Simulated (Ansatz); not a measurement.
`[CH3][Ga]([CH3])[TeH]` + `[SiH3]C(Cl)Cl` → `[SiH3]C(Cl)(Cl)[TeH]` + `[CH3][GaH][CH3]`  (formal exchange of groups at a Te–Ga bond)

Program: Ansatz. Geometries: PBE0-D4/def2-TZVP. ΔE: electronic, gas phase. CCSD(T)/CBS is the MP2 limit (def2-TZVPP, def2-QZVPP) plus CCSD(T) − MP2 in def2-TZVPP, frozen cores. DFT in def2-TZVPP. def2 core potentials past Kr. For Ga, Te outer-core shells are correlated without core-valence functions, which leaves a few kJ/mol of doubt a bond. Scalar relativity is left out up to krypton.

`[CH3][Ga]([CH3])[TeH]`:

```xyz
11

C    -0.703   -1.806   -0.439
Ga    0.221   -0.173    0.154
C    -0.358    1.666   -0.230
Te    2.348   -0.518    1.495
H    -0.169   -2.712   -0.153
H    -0.819   -1.795   -1.525
H    -1.706   -1.840   -0.004
H    -0.020    1.947   -1.232
H     0.063    2.377    0.481
H    -1.447    1.742   -0.212
H     2.591    1.112    1.664
```

`[SiH3]C(Cl)Cl`:

Z-matrix (Å, degrees):
```
Si
C 1 1.897
H 1 1.484 2 108.3
H 1 1.484 2 108.3 3 119.6
H 1 1.480 2 107.7 3 -120.2
Cl 2 1.776 1 109.4 3 -178.5
Cl 2 1.776 1 109.4 3 59.0
H 2 1.088 1 113.4 3 -59.7
```

`[SiH3]C(Cl)(Cl)[TeH]`:

Cartesian coordinates in Å:
```
Si 0.342 0.464 -1.032
C -0.655 0.014 0.518
Cl -0.448 1.293 1.731
Cl -2.372 -0.143 0.067
Te -0.081 -1.935 1.275
H 1.774 0.496 -0.646
H -0.103 1.799 -1.504
H 0.093 -0.573 -2.060
H 1.450 -1.416 1.651
```

`[CH3][GaH][CH3]`:

Cartesian coordinates in Å:
```
C -0.834 -0.107 -1.505
Ga 0.683 0.150 -0.273
C 0.409 0.013 1.675
H -0.974 -1.180 -1.679
H -0.668 0.364 -2.475
H -1.765 0.272 -1.078
H 2.120 0.467 -0.846
H 0.053 0.978 2.053
H 1.329 -0.228 2.209
H -0.354 -0.729 1.921
```

CCSD(T)/CBS gives +40.4 kcal/mol.

Task: Another level gave +41.3 kcal/mol. Which?
A. CCSD/def2-TZVPP
B. r2SCAN0-D4/def2-TZVPP
C. CCSD(T)/def2-TZVPP
D. revPBE-D4/def2-TZVPP

Result: C. CCSD(T)/def2-TZVPP 41.3, r2SCAN0-D4 43.9, revPBE-D4 38.7, CCSD/def2-TZVPP 42.5 kcal/mol.

Largest T1 diagnostic among the species: 0.011.

The D4 term adds −2.5 kcal/mol with B3LYP and −1.2 kcal/mol with PBE0; it sums over pairs of atoms, weighted by their polarisabilities, and B3LYP, whose exchange is more repulsive, gets the larger term. From BLYP to BHLYP (50 % exact exchange), in def2-TZVPP and without D4, ΔE moves by +3.4 kcal/mol.

B3LYP here is the variant with VWN-RPA as its local correlation; programs differ in this.
